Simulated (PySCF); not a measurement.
Species: C₁₀H₁₂O.
Atom-mapped SMILES: `[CH2:1]=[C:2]([c:3]1[cH:4][cH:5][cH:6][cH:7][cH:8]1)[C@H:9]([CH3:10])[OH:11]` (hydrogens: H12, H13 on C1; H14 on C4; H15 on C5; H16 on C6; H17 on C7; H18 on C8; H19 on C9; H20, H21, H22 on C10; H23 on O11)

Computed by this run: PBE0-D3(BJ)/def2-SVP geometry optimisation, gas phase (PySCF); density fitting, grid level 1; the optimiser is geomeTRIC in internal coordinates, started from a GFN2-xTB structure.

Step 0: E = -12588.8266 eV
```
atom  x, y, z in Å  |  force x, y, z in eV/Å
C1      1.1130   -1.5667    1.4974    0.145  -0.166   0.112
C2      0.8542   -0.4751    0.7885    0.073   0.635  -0.170
C3     -0.5209   -0.1421    0.3738    0.194  -0.204   0.102
C4     -1.3278   -1.1181   -0.2060   -0.049   0.006  -0.016
C5     -2.6232   -0.8260   -0.5910   -0.075  -0.027   0.001
C6     -3.1365    0.4453   -0.3972   -0.069   0.015  -0.022
C7     -2.3445    1.4225    0.1816   -0.031   0.075  -0.008
C8     -1.0460    1.1342    0.5596    0.026   0.005  -0.026
C9      1.9428    0.4843    0.3410    0.374  -0.502  -0.324
C10     1.9237    0.6128   -1.1876    0.054   0.144   0.708
O11     3.2224    0.1261    0.8029   -0.121   0.023   0.040
H12     2.1091   -1.8101    1.8265    0.590  -0.026   0.128
H13     0.3272   -2.2312    1.8127   -0.492  -0.352   0.135
H14    -0.9264   -2.1085   -0.3656    0.189  -0.389  -0.074
H15    -3.2351   -1.5920   -1.0449   -0.254  -0.331  -0.196
H16    -4.1488    0.6746   -0.6957   -0.435   0.097  -0.134
H17    -2.7415    2.4147    0.3407   -0.164   0.420   0.076
H18    -0.4414    1.9003    1.0215    0.258   0.345   0.197
H19     1.7586    1.4682    0.7879   -0.125   0.224   0.067
H20     0.9696    1.0062   -1.5269   -0.364   0.121  -0.231
H21     2.0790   -0.3638   -1.6450    0.030  -0.387  -0.190
H22     2.7192    1.2812   -1.5084    0.308   0.261  -0.128
H23     3.4686   -0.7099    0.3900   -0.063   0.012  -0.046
```

Task: Estimate the geometry and energy of step 1. (The exact step hangs on the optimiser's Hessian estimate; all steps are aligned on step 0, rigid shifts and turns removed.)

Result: E = -12588.8936 eV, largest force 0.165 eV/Å
```
atom  x, y, z in Å  |  force x, y, z in eV/Å
C1      1.1264   -1.5680    1.5291   -0.003  -0.065   0.048
C2      0.8543   -0.4828    0.7942    0.048  -0.070  -0.028
C3     -0.5288   -0.1595    0.3744   -0.013   0.042  -0.007
C4     -1.3552   -1.1423   -0.1870    0.046  -0.082   0.006
C5     -2.6591   -0.8470   -0.5736   -0.044  -0.050  -0.031
C6     -3.1645    0.4405   -0.4083   -0.065   0.015  -0.018
C7     -2.3535    1.4297    0.1452   -0.026   0.067   0.002
C8     -1.0479    1.1351    0.5261    0.041   0.043   0.036
C9      1.9652    0.4544    0.3470   -0.080   0.130   0.064
C10     1.9470    0.6722   -1.1611    0.004  -0.066  -0.079
O11     3.2295    0.0357    0.7808    0.044   0.020  -0.005
H12     2.1480   -1.7787    1.8558   -0.033   0.012  -0.032
H13     0.3318   -2.2417    1.8610    0.013   0.020  -0.003
H14    -0.9533   -2.1486   -0.3341   -0.018   0.027   0.004
H15    -3.2829   -1.6289   -1.0161    0.015   0.023   0.017
H16    -4.1883    0.6740   -0.7129    0.029  -0.004   0.010
H17    -2.7438    2.4416    0.2860    0.017  -0.025  -0.008
H18    -0.4286    1.9193    0.9706   -0.017  -0.023  -0.018
H19     1.7976    1.4306    0.8416    0.034  -0.050  -0.020
H20     0.9867    1.0778   -1.5112    0.024  -0.004   0.024
H21     2.1059   -0.2916   -1.6769   -0.007   0.047  -0.005
H22     2.7532    1.3614   -1.4526   -0.009  -0.015   0.023
H23     3.4554   -0.7563    0.2780    0.000   0.009   0.018
```

The energy changes by -0.0670 eV. The first-order estimate −F·Δx gives -0.1416 eV and the mean of the old and new forces, exact on a quadratic surface, -0.0664 eV. The step makes an angle of 77° with the force vector and moves no atom by more than 0.122 Å.

What follows is the cost of the whole optimisation. Time: 3.5 min of wall time; peak memory 0.93 GiB. Hardware: Intel Xeon Platinum 8488C, one thread, shared host with 192 logical CPUs at a one-minute load of 124.
